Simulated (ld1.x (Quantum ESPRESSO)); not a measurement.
## aluminium, TM: configuration errors across variants

- Element: Al (Z = 13)
- Generator: ld1.x (Quantum ESPRESSO) 7.5
- Type: norm-conserving Troullier–Martins (Kleinman–Bylander form)
- Functional: LDA (PZ)
- Relativity: scalar-relativistic
- Frozen core: [Ne]
- Valence charge: 3
- Reference configuration: 3s1.75 3p1.25
- Partial waves: 3s (bound): rc 1.85 bohr; 3p (bound): rc 2.45 bohr; 3d channel at -0.1 Ry: rc 2.65 bohr
- Local potential: all-electron potential smoothed inside 1.45 bohr (lloc = -1)
- Core correction: none

All-electron excitation energies from the reference (eV): (1) 3s2 3p1 -1.269; (2) 3s2 3p0 4.578; (3) 3s1 3p0 23.955; (4) 3s2 3p0.5 0.856; (5) 3s2 3p1.3 -1.867; (6) 3s1 3p1 10.397; (7) 3s0 3p3 9.237; (8) 3s1.75 3p1.25 spin -0.328; (9) 3s2 3p1 spin -1.404.

Spin tests fill each open shell by Hund’s rule, majority spin first.

Errors AE − PS in meV (a dash: test not solved or not reliable):

```tsv
change	(1)	(2)	(3)	(4)	(5)	(6)	(7)	(8)	(9)	bound ghosts
base	+0.5	+3.1	+87	+0.4	+0.8	+18	+27	+25	+7.2	none
core correction a·sin(br)/r model core inside 0.80 bohr	0.0	+1.9	+23	-0.1	+0.3	+4.8	-5.9	+2.5	+0.9	none
core correction a·sin(br)/r model core inside 1.32 bohr	0.0	+2.0	+25	-0.1	+0.3	+5.1	-4.7	+3.4	+1.2	none
core correction a·sin(br)/r model core inside 1.72 bohr	+0.1	+2.1	+39	+0.1	+0.5	+8.3	+4.4	+9.8	+3.0	none
core correction a·sin(br)/r model core inside 1.98 bohr	+0.3	+2.3	+57	+0.2	+0.6	+12	+14	+16	+4.7	none
core correction a·sin(br)/r model core inside 2.24 bohr	+0.4	+2.5	+71	+0.3	+0.7	+15	+21	+21	+6.0	none
```

(1) Give the same row for: core correction a·sin(br)/r model core inside 1.20 bohr.

Answers

(1) 0.0, +2.0, +24, -0.1, +0.3, +4.9, -5.4, +2.8, +1.0; bound ghosts: none.
